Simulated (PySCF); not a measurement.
Isomers of C3H5N. All species are isolated molecules in the gas phase. One relaxed conformer stands for each flexible species; it need not be the lowest. Strings in code marks are SMILES.

All values below come from PySCF with PBE0-D4/def2-TZVP. All candidates: neutral, multiplicity 1. 

```
Property          Value
-------------  --------
HOMO           -6.04 eV
dipole moment    1.35 D
HOMO–LUMO gap   7.01 eV
```

Task: Name which member has these values.
(A) `C#CNC`
(B) `CC#CN`
(C) `CC=C=N`
(D) `NC1=CC1`

Result: B, `CC#CN`. The others give `NC1=CC1`: -5.84 eV, 2.08 D, 6.86 eV; `C#CNC`: -6.22 eV, 1.87 D, 7.07 eV; `CC=C=N`: -6.50 eV, 1.66 D, 6.48 eV
